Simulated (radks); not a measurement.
All-electron atom: Te XXXVI in [Ne] 3s2 3p5. Method: scalar-relativistic Kohn-Sham, SCAN, spin-polarised, spherical densities, finite nucleus; open shells are filled with parallel spins first (spin-orbit coupling, left out, can overturn this in heavy ions); meta-GGA in the generalised Kohn-Sham scheme; Fermi nuclear charge, rms radius 4.7423 fm; computed with a radial shooting solver on a logarithmic mesh with Libxc functionals.

Normalised radial functions P(r) = r R(r), r in bohr:

| r | 2p up | 3s up |
|---|---|---|
| 0.002309 | 0.0249 | 0.3035 |
| 0.002888 | 0.0369 | 0.3613 |
| 0.003585 | 0.0539 | 0.4238 |
| 0.004449 | 0.0786 | 0.4920 |
| 0.005521 | 0.1144 | 0.5637 |
| 0.006908 | 0.1680 | 0.6372 |
| 0.008573 | 0.2420 | 0.7005 |
| 0.01064 | 0.3458 | 0.7466 |
| 0.01331 | 0.4949 | 0.7617 |
| 0.01652 | 0.6894 | 0.7273 |
| 0.0205 | 0.9432 | 0.6255 |
| 0.02565 | 1.2745 | 0.4299 |
| 0.03184 | 1.6557 | 0.1448 |
| 0.03951 | 2.0766 | -0.2257 |
| 0.04904 | 2.4934 | -0.6408 |
| 0.06135 | 2.8487 | -1.0323 |
| 0.07614 | 3.0279 | -1.2464 |
| 0.0945 | 2.9660 | -1.1658 |
| 0.1182 | 2.6107 | -0.6773 |
| 0.1467 | 2.0355 | 0.1501 |
| 0.1821 | 1.3632 | 1.1165 |
| 0.2278 | 0.7394 | 1.9006 |
| 0.2828 | 0.3266 | 2.1300 |
| 0.3509 | 0.1084 | 1.7868 |
| 0.4356 | 0.0254 | 1.1255 |
| 0.5449 | 0.0036 | 0.4973 |
| 0.6763 | 0.0003 | 0.1544 |
| 0.8394 | 0.0000 | 0.0305 |

2p up: eigenvalue -6259.3 eV, 0 radial nodes, <r> = 0.103 bohr, 90 % of the charge inside 0.168 bohr. 3s up: eigenvalue -2538.8 eV, 2 radial nodes at r = 0.0348, 0.142 bohr, <r> = 0.292 bohr, 90 % of the charge inside 0.424 bohr.
